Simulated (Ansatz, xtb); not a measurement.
**Relative energy of two isomers of C5H11OP**

We compare a, `CP(C)(=O)C1CC1`, a singlet, with b, `C=C(C)P(C)(C)=O`, a singlet. Both are isolated molecules in the gas phase, relaxed with B3LYP-D3(BJ)/def2-SVP; each stands in its lowest conformer found.

Question: Estimate E(b) − E(a) at the level CCSD(T)/def2-SVP + ΔMP2/def2-TZVPP.

Answer: Calculated at CCSD(T)/def2-SVP + ΔMP2/def2-TZVPP: E(b) − E(a) = −21.8 kJ/mol, so structure b lies lower.

How the difference moves with the method:

```json
{"level": "GFN2-xTB", "geometry": "GFN2-xTB", "E(b) − E(a) (kJ/mol)": "+18.2", "departure from the last row (kJ/mol)": "+40.0", "job, with rough time for the two": "optimisation, 0.19 s"}
{"level": "HF/STO-3G", "geometry": "GFN2-xTB", "E(b) − E(a) (kJ/mol)": "+23.2", "departure from the last row (kJ/mol)": "+44.9", "job, with rough time for the two": "single point, 0.46 s"}
{"level": "r2SCAN-D4/def2-SVP", "geometry": "GFN2-xTB", "E(b) − E(a) (kJ/mol)": "−5.6", "departure from the last row (kJ/mol)": "+16.1", "job, with rough time for the two": "single point, 5.1 s"}
{"level": "B3LYP-D3(BJ)/def2-SVP", "geometry": "B3LYP-D3(BJ)/def2-SVP", "E(b) − E(a) (kJ/mol)": "−21.8", "departure from the last row (kJ/mol)": "0.0", "job, with rough time for the two": "optimisation, 62 s"}
{"level": "HF/def2-SVP", "geometry": "B3LYP-D3(BJ)/def2-SVP", "E(b) − E(a) (kJ/mol)": "−19.1", "departure from the last row (kJ/mol)": "+2.7", "job, with rough time for the two": "part of the CCSD(T) run"}
{"level": "MP2/def2-SVP", "geometry": "B3LYP-D3(BJ)/def2-SVP", "E(b) − E(a) (kJ/mol)": "−6.2", "departure from the last row (kJ/mol)": "+15.5", "job, with rough time for the two": "part of the CCSD(T) run"}
{"level": "CCSD(T)/def2-SVP", "geometry": "B3LYP-D3(BJ)/def2-SVP", "E(b) − E(a) (kJ/mol)": "−17.4", "departure from the last row (kJ/mol)": "+4.3", "job, with rough time for the two": "single point"}
{"level": "CCSD(T)/def2-SVP + ΔMP2/def2-TZVPP", "geometry": "B3LYP-D3(BJ)/def2-SVP", "E(b) − E(a) (kJ/mol)": "−21.8", "departure from the last row (kJ/mol)": "", "job, with rough time for the two": "single point, 2.1 min"}
```

As drawn, b has 1 C=C in place of 2 C–C. Structure a has a 3-membered ring, b no ring.

GFN2-xTB, HF/STO-3G put the two in the other order. The largest departure from CCSD(T)/def2-SVP + ΔMP2/def2-TZVPP is that of HF/STO-3G, 44.9 kJ/mol. The last row adds to CCSD(T) the change of the MP2 difference between the two basis sets, here −4.3 kJ/mol.

With thermal terms from frequencies at re-optimised GFN2-xTB minima (ideal gas, soft modes damped towards free rotors, one conformer each, 298.15 K, 1 atm): the zero-point term adds −4.5 kJ/mol; ΔH is −23.9 and ΔG −29.9 kJ/mol.

The correlated steps freeze 11 core orbitals. Programs: Ansatz 0.2.0, xtb 6.7.1; the last row on 4 threads of Arm Neoverse V1 on a shared host.
